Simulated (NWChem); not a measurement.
# Correlation energy of H₂O₃P

SMILES: O=[P](O)O
```xyz
6

O      1.4548    -0.0951     0.5580
P      0.2261     0.0035    -0.2747
O     -0.9312    -1.1315    -0.0139
O     -0.6771     1.3270    -0.0173
H     -0.5481    -2.0137     0.0885
H     -1.6153     1.1574    -0.1820
```
Charge 0, spin multiplicity 2.

Program: NWChem. The geometry was optimised at UPBE0/def2-SVP, a minimum by its harmonic frequencies. It is one conformer; others weren't searched.

Basis set: def2-SVP. Each correlation energy counts from its own Hartree-Fock reference.

The correlated methods keep 8 core orbitals frozen. The structure started from a generated list of species. The stability of the SCF solutions was not checked. Open-shell Hartree-Fock references start from PBE0 orbitals. Coupled-cluster values serve here as a point of comparison, not as the truth.

```
method           correlation energy (mHa)
---------------  ------------------------
UMP2                               -661.9
CCSD(T) on ROHF                       ___
CCSD on ROHF                       -680.5
CCSD(T) on UHF                     -694.1
CCSD on UHF                           ___
SCS-UMP2                           -637.4
CCSD[T] on ROHF                       ___
CCSD[T] on UHF                        ___
```

Fill in the missing entries.


- CCSD(T) on ROHF, correlation energy (mHa): -699.0
- CCSD on UHF, correlation energy (mHa): -676.2
- CCSD[T] on ROHF, correlation energy (mHa): -701.3
- CCSD[T] on UHF, correlation energy (mHa): -696.1
